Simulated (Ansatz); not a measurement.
Ca₂F₅⁻. Total charge -1; singlet. Geometry PBE0-D4/def2-SVPD.

```xyz
7

Ca   -1.3482   -0.6152    0.1468
Ca    1.3478    0.6159   -0.1467
F    -0.2608    0.1884   -1.6057
F     0.6888   -1.3745    0.5620
F    -3.2206   -1.4721    0.3509
F    -0.4287    1.1877    1.0432
F     3.2217    1.4698   -0.3504
```

B3LYP takes the VWN-RPA correlation. The structure comes from a short search, and lower isomers may exist.

**Question.** Estimate the orbital energies around the gap (eV) in Ansatz with PBE-D4/def2-TZVPD, revPBE-D4/def2-TZVPD, r2SCAN-D4/def2-TZVPD, B3LYP-D4/def2-TZVPD, PBE0-D4/def2-TZVPD.

**Answer.** 
| orbital | PBE-D4/def2-TZVPD | revPBE-D4/def2-TZVPD | r2SCAN-D4/def2-TZVPD | B3LYP-D4/def2-TZVPD | PBE0-D4/def2-TZVPD |
| --- | --- | --- | --- | --- | --- |
| HOMO−5 | -3.43 | -3.34 | -3.76 | -5.07 | -5.33 |
| HOMO−4 | -3.35 | -3.25 | -3.68 | -4.99 | -5.24 |
| HOMO−3 | -3.30 | -3.20 | -3.63 | -4.90 | -5.14 |
| HOMO−2 | -3.30 | -3.20 | -3.63 | -4.90 | -5.14 |
| HOMO−1 | -3.27 | -3.18 | -3.61 | -4.88 | -5.12 |
| HOMO | -3.27 | -3.18 | -3.61 | -4.88 | -5.12 |
| LUMO | 2.21 | 2.24 | 2.76 | 2.54 | 2.80 |
| LUMO+1 | 2.87 | 2.84 | 3.41 | 3.15 | 3.38 |
| LUMO+2 | 3.17 | 3.09 | 3.62 | 3.40 | 3.56 |
| LUMO+3 | 3.17 | 3.09 | 3.62 | 3.40 | 3.56 |
| LUMO+4 | 3.67 | 3.60 | 4.08 | 3.89 | 4.04 |
| LUMO+5 | 3.67 | 3.60 | 4.08 | 3.89 | 4.04 |
